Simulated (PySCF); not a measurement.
ZnFI, SMILES [F][Zn][I]. Geometry: B3LYP-D3(BJ)/def2-TZVP. The def2 effective core potentials stand for the cores of I; spin–orbit coupling is left out.

Method: PySCF 2.14.0 with B3LYP-D3(BJ)/def2-TZVP.

Harmonic wavenumbers (cm⁻¹): 113, 113, 243, 663. Rotational constants (GHz): 1.137 (linear); symmetry number 1.

Q: Work out the zero-point energy and the ideal-gas rigid-rotor harmonic-oscillator thermochemistry at 298.15 K and 1 atm.

A: ZPE = ½ Σ hcν = ½ × 1133 cm⁻¹ = 1.62 kcal/mol. H − E(el) = 4.98 kcal/mol. Entropy in cal/(mol K): translation 41.95, rotation 19.09, vibration 8.56, total 69.60. G − E(el) = -15.77 kcal/mol. Cp = 13.51 cal/(mol K). Modes under 150 cm⁻¹ make the vibrational entropy uncertain.
